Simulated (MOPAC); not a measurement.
MOPAC input (PM3):

```
PM3 1SCF UHF MS=0.5 GEO-OK AUX(PRECISION=9) THREADS=1
CH4BO2

C    -1.41342000 1   -0.29067200 1   -0.02977300 1
B     0.14279000 1    0.07194400 1   -0.01051300 1
O     0.40270900 1    1.32785800 1   -0.38687500 1
O     1.13354700 1   -0.79724300 1    0.35106400 1
H    -1.71290200 1   -0.59482200 1    0.97696800 1
H    -2.05064100 1    0.53215400 1   -0.34609400 1
H    -1.56701500 1   -1.13119700 1   -0.71215900 1
H     0.80707900 1   -1.66674400 1    0.59897400 1
```

From the output:

```
                                                       MOPAC v23.2.5 Linux

          FINAL HEAT OF FORMATION =       -119.13013 KCAL/MOL =    -498.44046 KJ/MOL

          COSMO AREA              =         94.27 SQUARE ANGSTROMS
          COSMO VOLUME            =         76.71 CUBIC ANGSTROMS

          IONIZATION POTENTIAL    =         11.817300 EV
          ALPHA SOMO LUMO (EV)    =        -11.817  1.587
          BETA  SOMO LUMO (EV)    =        -12.186 -1.731
          NO. OF ALPHA ELECTRONS  =         12
          NO. OF BETA  ELECTRONS  =         11
          MOLECULAR WEIGHT        =         58.8514         POINT GROUP:  Cs

          MOLECULAR DIMENSIONS (Angstroms)

            Atom       Atom       Distance
            H     8    H     6     3.72758
            O     3    H     7     3.16424
            O     3    H     5     1.70659

          SCF CALCULATIONS        =          1

   ATOM   CHEMICAL          X               Y               Z
  NUMBER   SYMBOL      (ANGSTROMS)     (ANGSTROMS)     (ANGSTROMS)

     1       C         -1.41342000  *  -0.29067200  *  -0.02977300  *
     2       B          0.14279000  *   0.07194400  *  -0.01051300  *
     3       O          0.40270900  *   1.32785800  *  -0.38687500  *
     4       O          1.13354700  *  -0.79724300  *   0.35106400  *
     5       H         -1.71290200  *  -0.59482200  *   0.97696800  *
     6       H         -2.05064100  *   0.53215400  *  -0.34609400  *
     7       H         -1.56701500  *  -1.13119700  *  -0.71215900  *
     8       H          0.80707900  *  -1.66674400  *   0.59897400  *

                             CARTESIAN COORDINATES

   1    C       -1.413420000    -0.290672000    -0.029773000
   2    B        0.142790000     0.071944000    -0.010513000
   3    O        0.402709000     1.327858000    -0.386875000
   4    O        1.133547000    -0.797243000     0.351064000
   5    H       -1.712902000    -0.594822000     0.976968000
   6    H       -2.050641000     0.532154000    -0.346094000
   7    H       -1.567015000    -1.131197000    -0.712159000
   8    H        0.807079000    -1.666744000     0.598974000

           Empirical Formula: C H4 O2 B  =     8 atoms

      MOLECULAR POINT GROUP   :   Cs

          ALPHA EIGENVALUES
 -38.60915 -35.88789 -30.81664 -20.21999 -17.61619 -16.53339 -16.02733 -14.38285
 -13.71345 -13.59105 -12.56948 -11.81730   1.58675   2.73104   2.95673   3.70086
   3.98826   4.03563   4.84855   5.51121

           BETA EIGENVALUES
 -38.60911 -35.55650 -30.53399 -20.06668 -17.23565 -16.38742 -15.39013 -13.58522
 -13.43520 -12.66441 -12.18631  -1.73062   1.57601   2.96389   3.12032   3.85925
   4.06851   4.16114   5.11139   5.58159

              NET ATOMIC CHARGES AND DIPOLE CONTRIBUTIONS

  ATOM NO.   TYPE          CHARGE      No. of ELECS.   s-Pop       p-Pop
    1          C          -0.101084        4.1011     1.11691     2.98418
    2          B          -0.113627        3.1136     1.02644     2.08719
    3          O          -0.025219        6.0252     1.82380     4.20142
    4          O          -0.183351        6.1834     1.71577     4.46758
    5          H           0.068276        0.9317     0.93172
    6          H           0.071544        0.9285     0.92846
    7          H           0.068210        0.9318     0.93179
    8          H           0.215252        0.7847     0.78475
 DIPOLE           X         Y         Z       TOTAL
 POINT-CHG.    -1.384    -1.463     0.345     2.043
 HYBRID        -0.082    -0.586     0.179     0.618
 SUM           -1.466    -2.049     0.525     2.573

          ATOMIC ORBITAL ELECTRON POPULATIONS

     Atom    s        px        py        pz
    1  C   1.11691   0.94655   1.02050   1.01713
    2  B   1.02644   0.81589   0.69422   0.57708
    3  O   1.82380   1.07641   1.44488   1.68013
    4  O   1.71577   1.49492   1.26045   1.71221
    5  H   0.93172
    6  H   0.92846
    7  H   0.93179
    8  H   0.78475

                    (SZ)    =    0.500000
                    (S**2)  =    0.762609

          ATOMIC ORBITAL SPIN POPULATIONS

    Atom   Total    s     px     py     pz
         Atomic
    1  C  0.2125  0.029  0.130  0.039  0.015
    2  B -0.1338 -0.028 -0.064 -0.020 -0.022
    3  O  0.8994 -0.000  0.841  0.025  0.033
    4  O  0.0572 -0.005  0.055  0.009 -0.002
    5  H -0.0063 -0.006
    6  H -0.0164 -0.016
    7  H -0.0064 -0.006
    8  H -0.0061 -0.006

 **********************
 *                    *
 * JOB ENDED NORMALLY *
 *                    *
 **********************

 == MOPAC DONE ==
```

The geometry given is a B3LYP-D3(BJ)/def2-TZVP minimum.
